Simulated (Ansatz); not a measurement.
The same path of BF2 + FH (5 atoms, charge 0, multiplicity 2) was run twice with different band settings.

Computed with Ansatz, UKS PBE0/6-31G*.

Relaxed end points:

```xyz
5
Properties=species:S:1:pos:R:3
B 0.000 -0.298 -0.226
H 0.000 -0.540 2.225
F 1.144 0.240 -0.591
F -1.144 0.240 -0.591
F 0.000 0.358 1.963
```

```xyz
5
Properties=species:S:1:pos:R:3
B 0.001 0.438 -0.146
H -0.005 0.217 2.282
F 1.145 -0.015 -0.613
F -1.144 -0.019 -0.609
F 0.003 -0.621 1.867
```

Common settings: movable images 5; climbing image yes; spring 5.0 eV/Å²; start path through a guess of the saddle point; force threshold 0.05 eV/Å; iteration limit 60; end points relaxed.

| run | optimiser | largest step |
| --- | --- | --- |
| 1 | quadratic models (default) | default |
| 2 | fire | 0.02 Å |

**Question.** What does each run give, and how far can it be trusted?

**Answer.** Run 1: converged after 19 iterations, highest image 0.064 eV above the first end. A vibrational analysis at the climbing image gives 2 clearly imaginary modes (149i, 63i cm⁻¹): a point of higher order. A lower path may pass nearby, or the ends, which weren't checked, may share the extra mode.
Run 2: converged after 41 iterations, highest image 0.067 eV above the first end. The order of the point at the top wasn't checked.
